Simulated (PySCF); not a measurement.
C5H6Se, SMILES C=C=C1CC[Se]1. Atoms are numbered in the order given.

```xyz
12

C      2.8994    -1.4652    -0.4001
C      1.6612    -1.0071    -0.4019
C      0.4322    -0.5471    -0.3984
C     -0.8123    -0.8724    -1.2142
C     -1.8082     0.1256    -0.5738
Se    -0.4266     0.8230     0.6886
H      3.6879    -1.0145    -1.0310
H      3.2026    -2.3213     0.2308
H     -0.6588    -0.6952    -2.2992
H     -1.1242    -1.9310    -1.0941
H     -2.1802     0.9162    -1.2515
H     -2.6575    -0.3377    -0.0383
```

Geometry: PBE-D3(BJ)/def2-SVP. The structure was generated by enumeration, and PubChem lists no compound with its InChIKey, so it may never have been made.

Calculation: PBE-D3(BJ)/def2-SVP in PySCF 2.14.0.

Frequencies are harmonic and unscaled.

| mode | ν (cm⁻¹) | IR (km/mol) | moving atoms (share of kinetic energy) |
|---|---|---|---|
| 1 | 34 | 0.2 | C 50 %, H 48 % |
| 2 | 133 | 0.6 | C 64 %, H 18 %, Se 18 % |
| 3 | 200 | 6.0 | C 68 %, H 31 % |
| 4 | 403 | 3.3 | C 64 %, Se 29 % |
| 5 | 403 | 0.5 | C 78 %, H 20 % |
| 6 | 410 | 0.6 | C 76 %, Se 14 %, H 10 % |
| 7 | 552 | 0.0 | H 98 % |
| 8 | 596 | 12.4 | C 85 %, H 11 % |
| 9 | 650 | 2.8 | C 82 %, H 13 % |
| 10 | 751 | 3.9 | H 86 %, C 13 % |
| 11 | 840 | 38.0 | H 73 %, C 27 % |
| 12 | 876 | 1.9 | H 74 %, C 26 % |
| 13 | 951 | 12.8 | C 74 %, H 26 % |
| 14 | 964 | 0.0 | H 66 %, C 34 % |
| 15 | 990 | 16.0 | C 77 %, H 22 % |
| 16 | 1046 | 0.1 | H 83 %, C 17 % |
| 17 | 1142 | 9.8 | H 69 %, C 30 % |
| 18 | 1170 | 0.1 | H 86 %, C 14 % |
| 19 | 1200 | 7.4 | H 62 %, C 38 % |
| 20 | 1272 | 5.3 | C 51 %, H 49 % |
| 21 | 1386 | 2.4 | H 93 % |
| 22 | 1413 | 0.7 | H 86 %, C 14 % |
| 23 | 1422 | 5.8 | H 54 %, C 46 % |
| 24 | 2015 | 2.4 | C 99 % |
| 25 | 2983 | 18.9 | H 95 % |
| 26 | 3026 | 21.9 | H 95 % |
| 27 | 3028 | 18.9 | H 95 % |
| 28 | 3035 | 4.6 | H 90 %, C 10 % |
| 29 | 3096 | 4.1 | H 90 %, C 10 % |
| 30 | 3106 | 3.0 | H 89 %, C 11 % |
